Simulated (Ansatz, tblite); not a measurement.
Removing and adding an electron: the cluster Sr₂O₂ (the lowest singlet isomer of a short search). Total charge 0; singlet. Geometry: PBE-D4/def2-TZVP. Ansatz, gas phase; energy differences of separate SCF runs; the oxidised species was run as a doublet alone; the reduced species was run as a doublet alone.

```xyz
4

Sr   -1.623    0.078   -0.023
Sr    1.623   -0.078    0.023
O    -0.032   -0.252    1.420
O     0.032    0.252   -1.420
```

In the def2 sets Sr takes a core potential; there is no spin–orbit coupling. The xTB rows come from tblite. Correlated methods freeze 2 core orbitals; core or outer-core shells of Sr are correlated, in sets that lack core-valence functions. In CCSD on the charge 1 doublet the largest single amplitude is 0.20, so its Hartree–Fock determinant may place the open shell otherwise than the density functionals do. The structure comes from a short search, and lower isomers may exist.

Estimate orbital energies and vertical ionisation energies and electron affinities at: GFN1-xTB; GFN2-xTB; HF/def2-TZVPP; PBE-D4/def2-TZVP; PBE-D4/def2-TZVPD; r2SCAN-D4/def2-TZVP; r2SCAN-D4/def2-TZVPD; PBE0-D4/def2-TZVP; PBE0-D4/def2-TZVPD; MP2/def2-TZVPP; CCSD/def2-TZVPP; CCSD(T)/def2-TZVPP.


| level | −HOMO (eV) | vertical IE (eV) | −LUMO (eV) | vertical EA (eV) | HOMO–LUMO gap (eV) | IE − EA (eV) | remarks |
| --- | --- | --- | --- | --- | --- | --- | --- |
| GFN1-xTB | 9.53 | 12.04 | 7.51 | 5.90 | 2.02 | 6.14 | – |
| GFN2-xTB | 10.36 | 14.18 | 9.50 | 6.23 | 0.86 | 7.95 | – |
| HF/def2-TZVPP | – | 4.20 | – | – | – | – | – |
| PBE-D4/def2-TZVP | 3.49 | 6.30 | 1.61 | – | 1.88 | – | – |
| PBE-D4/def2-TZVPD | 3.49 | – | 1.59 | 0.36 | 1.90 | – | HOMO above zero (-1 doublet) |
| r2SCAN-D4/def2-TZVP | 3.47 | 6.11 | 1.07 | – | 2.40 | – | – |
| r2SCAN-D4/def2-TZVPD | 3.47 | – | 1.04 | 0.26 | 2.43 | – | HOMO above zero (-1 doublet) |
| PBE0-D4/def2-TZVP | 4.56 | 6.21 | 1.02 | – | 3.55 | – | – |
| PBE0-D4/def2-TZVPD | 4.57 | – | 1.00 | 0.23 | 3.57 | – | HOMO above zero (-1 doublet) |
| MP2/def2-TZVPP | – | 6.77 | – | – | – | – | – |
| CCSD/def2-TZVPP | – | 6.04 | – | – | – | – | large T1 (0.023) (singlet) |
| CCSD(T)/def2-TZVPP | – | 6.21 | – | – | – | – | large T1 (0.023) (singlet) |

   A HOMO above zero means that the electron is unbound at that level or that self-interaction error raises the level; the energy of removing that electron tells which. Raw xTB energy differences between charge states are shifted by several eV; the methods need an empirical correction for them.
